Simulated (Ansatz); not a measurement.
Species: C₆H₉N (charge 0, singlet). 
Structure (B3LYP-D3(BJ)/def2-TZVP (Ansatz, an electronic-structure program) minimum search):
SMILES: Cc1ccc(C)[nH]1
```xyz
16

C      2.4969    -0.6045     0.1651
C      1.1302    -0.0632    -0.0704
C      0.6978     1.0297    -0.7808
C     -0.7225     1.0853    -0.6759
C     -1.1297     0.0253     0.0966
N      0.0078    -0.6630     0.4566
C     -2.4850    -0.4093     0.5332
H      2.6074    -1.6233    -0.2192
H      2.7536    -0.6242     1.2288
H      3.2324     0.0201    -0.3401
H      1.3339     1.7145    -1.3175
H     -1.3753     1.8206    -1.1173
H      0.0175    -1.4905     1.0266
H     -2.7297    -1.4142     0.1752
H     -3.2358     0.2735     0.1378
H     -2.5835    -0.4151     1.6232
```
Charge 0, spin multiplicity 1.

Parts of the frozen-core correlation energy in STO-3G (Ansatz, hartree). Frozen orbitals: 7; correlated occupied orbitals by spin: 19 and 19; virtual: 18 and 18. No spin-orbit coupling. No relativistic terms. The restricted reference is unstable.

| term | value |
|---|---|
| reference (HF) | -283.39962 |
| MP2 opposite-spin | -0.31905 |
| MP2 same-spin | … |
| CCSD correlation | … |
| (T) | … |
| T1 diagnostic | 0.005 |
| largest doubles amplitude | 0.123 |

### Question
Some entries are withheld; supply them.

### Answer

- MP2 same-spin, value: -0.06868
- CCSD correlation, value: -0.47301
- (T), value: -0.00827
